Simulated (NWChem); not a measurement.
System: CH₆O₂Si; SMILES C[SiH](O)O

Parts of the log:

```
             Northwest Computational Chemistry Package (NWChem) 7.3.0
             --------------------------------------------------------

                             Geometry "geometry" -> ""
                             -------------------------

 Output coordinates in angstroms (scale by  1.889725989 to convert to a.u.)

  No.       Tag          Charge          X              Y              Z
 ---- ---------------- ---------- -------------- -------------- --------------
    1 Si                  14.0000    -0.10236900    -0.01691300     0.25618800
    2 C                    6.0000    -0.10892800    -1.79936200    -0.24159800
    3 O                    8.0000    -1.51100500     0.65169600    -0.32869100
    4 O                    8.0000     1.26102500     0.66519400    -0.41411100
    5 H                    1.0000    -0.05788300     0.19445600     1.74013200
    6 H                    1.0000    -0.14257000    -1.87935300    -1.33918100
    7 H                    1.0000     0.79879800    -2.31054200     0.11207700
    8 H                    1.0000    -0.98838500    -2.31891700     0.16707900
    9 H                    1.0000    -1.77015700     1.51197300     0.01068300
   10 H                    1.0000     1.53053000     1.52928800    -0.09290800

 Effective nuclear repulsion energy (a.u.)     182.6027761651

                                 NWChem DFT Module
                                 -----------------

 Summary of "ao basis" -> "ao basis" (spherical)
 ------------------------------------------------------------------------------
       Tag                 Description            Shells   Functions and Types
 ---------------- ------------------------------  ------  ---------------------
 Si                          6-31g*                  8       18   4s3p1d
 C                           6-31g*                  6       14   3s2p1d
 O                           6-31g*                  6       14   3s2p1d
 H                           6-31g*                  2        2   2s

 in cosmo_initialize ...
 calling solv_data for solv:benzene

 solvent parameters
 solvname_short: benzene
 solvname_long:  benzene
 dielec:        2.2706
 dielecinf:     2.2533
 nonaqueous SMD model solvent descriptors
 dielec:        2.2706
 sola:          0.0000
 solb:          0.1400
 solc:          1.0000
 solg:         40.6200
 solh:          0.0000
 soln:          1.5011

          ---------------
          -cosmo- solvent
          ---------------
 Cosmo: York-Karplus, doi: 10.1021/jp992097l
 dielectric constant -eps-     =   2.27
 screen = (eps-1)/(eps    )    =   0.55959
 surface charge correction     = lagrangian

   van der Waals surface
 --------------------------

 ---------- ATOMIC COORDINATES (A.U.) ------------ VDWR(ANG.) --
     1   -0.19344936   -0.03196094    0.48412512     2.470
     2   -0.20584407   -3.40030113   -0.45655402     1.850
     3   -2.85538542    1.23152687   -0.62113592     2.294
     4    2.38299171    1.25703439   -0.78255632     2.294
     5   -0.10938301    0.36746856    3.28837266     1.200
     6   -0.26941823   -3.55146221   -2.53068514     1.200
     7    1.50950934   -4.36629127    0.21179482     1.200
     8   -1.86777682   -4.38211772    0.31573353     1.200
     9   -3.34511169    2.85721467    0.02018794     1.200
    10    2.89228232    2.88993528   -0.17557066     1.200
 number of segments per atom =        128
 number of   points per atom =        128
 atom (   nspa,  nppa )
 ----------------------
    1 (     43,     0 )       0
    2 (     46,     0 )       0
    3 (     83,     0 )       0
    4 (     83,     0 )       0
    5 (     32,     0 )       0
    6 (     53,     0 )       0
    7 (     52,     0 )       0
    8 (     52,     0 )       0
    9 (      1,     0 )       0
   10 (      1,     0 )       0
 number of -cosmo- surface points =      446
 molecular surface =    128.825 angstrom**2
 molecular volume  =    118.330 angstrom**3
 -lineq- algorithm             =   0
 -bem- low  level              =   3
 -bem- from -octahedral-
 gaussian surface charge width =   4.50000
 degree of switching           =   1.00000
 switching function tolerance  =   0.00010
 atomic radii =
 --------------
    1 14.000  2.470
    2  6.000  1.850
    3  8.000  2.294
    4  8.000  2.294
    5  1.000  1.200
    6  1.000  1.200
    7  1.000  1.200
    8  1.000  1.200
    9  1.000  1.200
   10  1.000  1.200
 ...... end of -cosmo- initialization ......

 nat:                    10
 ixmem:                  5529
 calling mnsol_interface()
 G(SMD-CDS) energy (kcal/mol)  =    -1.363
 SMD-CDS SASA (angstrom**2)    =   136.032

            General Information
            -------------------
          SCF calculation type: DFT
          Wavefunction type:  closed shell.
          No. of atoms     :    10
          No. of electrons :    42
           Alpha electrons :    21
            Beta electrons :    21
          Charge           :     0
          Spin multiplicity:     1
          Use of symmetry is: off; symmetry adaption is: off
          Maximum number of iterations: 150
          AO basis - number of functions:    72
                     number of shells:    38
          Convergence on energy requested:  1.00D-06
          Convergence on density requested:  1.00D-05
          Convergence on gradient requested:  5.00D-04

              XC Information
              --------------
                         PBE0 Method XC Functional
                     Hartree-Fock (Exact) Exchange  0.250
          PerdewBurkeErnzerhof Exchange Functional  0.750
            Perdew 1991 LDA Correlation Functional  1.000 local
           PerdewBurkeErnz. Correlation Functional  1.000 non-local

             Grid Information
             ----------------
          Grid used for XC integration:  medium
          Radial quadrature: Mura-Knowles
          Angular quadrature: Lebedev.
          Tag              B.-S. Rad. Rad. Pts. Rad. Cut. Ang. Pts.
          ---              ---------- --------- --------- ---------
          Si                  1.10       88           8.0       590
          C                   0.70       49          10.0       434
          O                   0.60       49          10.0       434
          H                   0.35       45          11.0       434
          Grid pruning is: on
          Number of quadrature shells:   505
          Spatial weights used:  Erf1

      Superposition of Atomic Density Guess
      -------------------------------------

 Sum of atomic energies:        -478.97566137

      Non-variational initial energy
      ------------------------------

 Total energy =    -480.591487
 1-e energy   =   -1022.742114
 2-e energy   =     359.547851
 HOMO         =      -0.373703
 LUMO         =       0.066882

   convergence    iter        energy       DeltaE   RMS-Dens  Diis-err
 ---------------- ----- ----------------- --------- --------- ---------
     COSMO gas phase
 d= 0,ls=0.0,diis     1   -481.2946148442 -6.64D+02  1.64D-02  8.68D-01
 d= 0,ls=0.0,diis     2   -481.2573195883  3.73D-02  9.28D-03  1.34D+00
 d= 0,ls=0.0,diis     3   -481.3839985012 -1.27D-01  1.11D-03  1.98D-02
 d= 0,ls=0.0,diis     4   -481.3857661474 -1.77D-03  3.15D-04  8.90D-04
 d= 0,ls=0.0,diis     5   -481.3858630981 -9.70D-05  8.66D-05  1.10D-04
  Resetting Diis
 d= 0,ls=0.0,diis     6   -481.3858775238 -1.44D-05  8.30D-06  3.85D-07
 d= 0,ls=0.0,diis     7   -481.3858775765 -5.27D-08  1.40D-06  7.63D-09

   convergence    iter        energy       DeltaE   RMS-Dens  Diis-err
 ---------------- ----- ----------------- --------- --------- ---------
     COSMO solvation phase
 d= 0,ls=0.0,diis     1   -481.3928622261 -6.98D-03  7.27D-04  7.74D-04
 d= 0,ls=0.0,diis     2   -481.3930187458 -1.57D-04  1.74D-04  3.05D-04
 d= 0,ls=0.0,diis     3   -481.3930456145 -2.69D-05  6.62D-05  5.89D-05
 d= 0,ls=0.0,diis     4   -481.3930509652 -5.35D-06  1.96D-05  4.59D-06
 d= 0,ls=0.0,diis     5   -481.3930513837 -4.18D-07  4.96D-06  2.65D-07

         Total DFT energy =     -481.393051383695
      One electron energy =    -1027.309691604983
           Coulomb energy =      408.866338359873
    Exchange-Corr. energy =      -45.559965854078
 Nuclear repulsion energy =      182.602776165081

             COSMO energy =        0.007491550412

 Numeric. integr. density =       41.999993628336

                                COSMO-SMD solvation results
                                ---------------------------

             internal energy in gas <Psi(g)|H|Psi(g)> =      -481.385877576536
         internal energy in solvent <Psi(s)|H|Psi(s)> =      -481.385678456891
                               delta internal energy  =         0.000199119645 (    0.12 kcal/mol)
   total free energy in solvent <Psi(s)|H+V/2|Psi(s)> =      -481.390879668377
 polarization energy contribution <Psi(s)|V/2|Psi(s)> =        -0.005201211486 (   -3.26 kcal/mol)
    total free energy in solvent including G(SMD-CDS) =      -481.393051383695
                       G(SMD-CDS) energy contribution =        -0.002171715317 (   -1.36 kcal/mol)
     1 M fixed-concentration free energy of solvation =        -0.007173807158 (   -4.50 kcal/mol)

                       DFT Final Molecular Orbital Analysis
                       ------------------------------------

 Vector   19  Occ=2.000000D+00  E=-3.374807D-01
              MO Center= -1.1D-01, -3.8D-01, -2.6D-01, r^2= 3.0D+00
   Bfn.  Coefficient  Atom+Function         Bfn.  Coefficient  Atom+Function
  ----- ------------  ---------------      ----- ------------  ---------------
    22      0.307296   2 C  py               37     -0.241926   3 O  pz
    51     -0.240537   4 O  pz                8     -0.228865   1 Si py
    36      0.190622   3 O  py               50      0.190327   4 O  py
    26      0.179002   2 C  py               41     -0.179496   3 O  pz
    55     -0.177614   4 O  pz               40      0.146483   3 O  py

 Vector   20  Occ=2.000000D+00  E=-3.154880D-01
              MO Center= -1.3D-01,  5.9D-01, -3.1D-01, r^2= 2.7D+00
   Bfn.  Coefficient  Atom+Function         Bfn.  Coefficient  Atom+Function
  ----- ------------  ---------------      ----- ------------  ---------------
    49      0.346920   4 O  px               35      0.331320   3 O  px
    53      0.262970   4 O  px               39      0.250744   3 O  px
    37     -0.228804   3 O  pz               36      0.205968   3 O  py
    51      0.205151   4 O  pz               50     -0.201066   4 O  py
    41     -0.182089   3 O  pz               55      0.164152   4 O  pz

 Vector   21  Occ=2.000000D+00  E=-3.071230D-01
              MO Center= -9.5D-02,  5.0D-02,  4.1D-01, r^2= 3.2D+00
   Bfn.  Coefficient  Atom+Function         Bfn.  Coefficient  Atom+Function
  ----- ------------  ---------------      ----- ------------  ---------------
    62      0.371090   5 H  s                51     -0.286484   4 O  pz
    37     -0.282785   3 O  pz               61      0.237230   5 H  s
     9      0.225229   1 Si pz               55     -0.219577   4 O  pz
    41     -0.216861   3 O  pz               22     -0.199370   2 C  py
    26     -0.152550   2 C  py                8      0.125083   1 Si py

 Vector   22  Occ=0.000000D+00  E= 5.834575D-02
              MO Center= -1.1D-01,  1.1D+00,  1.5D-01, r^2= 4.1D+00
   Bfn.  Coefficient  Atom+Function         Bfn.  Coefficient  Atom+Function
  ----- ------------  ---------------      ----- ------------  ---------------
    12      0.828656   1 Si py               38     -0.579115   3 O  s
    52     -0.579163   4 O  s                70      0.423536   9 H  s
    72      0.423517  10 H  s                10      0.413348   1 Si s
    66      0.257733   7 H  s                68      0.257771   8 H  s
    40     -0.241707   3 O  py               54     -0.240523   4 O  py

 Vector   23  Occ=0.000000D+00  E= 7.806151D-02
              MO Center= -1.0D-01,  3.2D-01,  3.6D-01, r^2= 5.1D+00
   Bfn.  Coefficient  Atom+Function         Bfn.  Coefficient  Atom+Function
  ----- ------------  ---------------      ----- ------------  ---------------
    11      0.955584   1 Si px               38      0.664813   3 O  s
    52     -0.664946   4 O  s                70     -0.372885   9 H  s
    72      0.373049  10 H  s                 7      0.304191   1 Si px
    66     -0.203367   7 H  s                68      0.203494   8 H  s
    41      0.177963   3 O  pz               55     -0.176194   4 O  pz

 Vector   24  Occ=0.000000D+00  E= 1.029696D-01
              MO Center= -1.1D-01, -1.1D+00, -3.4D-02, r^2= 5.2D+00
   Bfn.  Coefficient  Atom+Function         Bfn.  Coefficient  Atom+Function
  ----- ------------  ---------------      ----- ------------  ---------------
    24      1.933098   2 C  s                10     -1.047032   1 Si s
    12      0.929401   1 Si py               64     -0.600375   6 H  s
    66     -0.436847   7 H  s                68     -0.436395   8 H  s
    70     -0.352195   9 H  s                72     -0.351705  10 H  s
    38      0.316190   3 O  s                52      0.315832   4 O  s

     Multipole analysis of the density
     ---------------------------------

     L   x y z        total         alpha         beta         nuclear
     -   - - -        -----         -----         ----         -------
     0   0 0 0     -0.000000    -21.000000    -21.000000     42.000000

     1   1 0 0      0.013437      4.462920      4.462920     -8.912403
     1   0 1 0      0.693111      3.909567      3.909567     -7.126023
     1   0 0 1      0.593053      3.327165      3.327165     -6.061277

     2   2 0 0    -24.325882    -80.582931    -80.582931    136.839980
     2   1 1 0     -0.143340     -0.786471     -0.786471      1.429601
     2   1 0 1     -0.161158      0.919643      0.919643     -2.000444
     2   0 2 0    -17.733864    -89.712788    -89.712788    161.691713
     2   0 1 1      1.104245     -0.721227     -0.721227      2.546698
     2   0 0 2    -25.206789    -27.558946    -27.558946     29.911103
```

Level: PBE0/6-31G* (spherical d), SMD on the gas-phase geometry. All runs use the structure optimised with PBE0/def2-SVP. Solvent: benzene.

Problem. Reconstruct the input file.

Solution. This is not unique; one that fits is the input that was run:
```
start job
memory heap 200 mb stack 900 mb global 1100 mb
geometry units angstroms noautosym nocenter noautoz
  Si    -0.102369    -0.016913     0.256188
  C     -0.108928    -1.799362    -0.241598
  O     -1.511005     0.651696    -0.328691
  O      1.261025     0.665194    -0.414111
  H     -0.057883     0.194456     1.740132
  H     -0.142570    -1.879353    -1.339181
  H      0.798798    -2.310542     0.112077
  H     -0.988385    -2.318917     0.167079
  H     -1.770157     1.511973     0.010683
  H      1.530530     1.529288    -0.092908
end
basis spherical
  Si library 6-31g*
  C library 6-31g*
  O library 6-31g*
  H library 6-31g*
end
dft
  xc pbe0
  iterations 150
end
cosmo
  do_cosmo_smd true
  solvent benzene
end
task dft energy
```
